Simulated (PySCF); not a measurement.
# Ionisation energy of Pb⁷⁸⁺ by level of theory

Pb⁷⁸⁺ [He] 2s2 → Pb⁷⁹⁺ [He] 2s1 [2s1/2^1, M_J = 1/2], as a difference of total energies. Calculation: PySCF 2.14, in an even-tempered Gaussian basis (16 s from 71 bohr⁻², ratio 2.4; 13 p from 92 bohr⁻², ratio 2.4; 5 d from 290 bohr⁻², ratio 2.6; 4 f from 430 bohr⁻², ratio 2.6); the two-component X2C-1e Hamiltonian. Correlated levels: nothing frozen; the 28 highest virtual spinors dropped. "Screened" scales the spin-orbit matrix elements by Boettger's factors to mimic the two-electron term; Breit and QED terms are absent.

```json
{"method": "GMP2 (spin-free)", "ionisation energy (eV)": "24593.0"}
{"method": "GHF (screened spin-orbit)", "ionisation energy (eV)": "24588.8"}
{"method": "GMP2 (screened spin-orbit)", "ionisation energy (eV)": "24595.4"}
```

**Question.** How much does correlation contribute at GMP2 (screened spin-orbit)?

**Answer.** 24595.4 − (24588.8) = 6.6 eV, measured against GHF (screened spin-orbit).

For this ion Breit and QED terms and the two-electron picture change, all absent here, outweigh the correlation shift from GHF to GMP2.

For comparison: 24550 ± 120 eV (theoretical estimate listed by NIST; NIST Atomic Spectra Database, ionization energies).
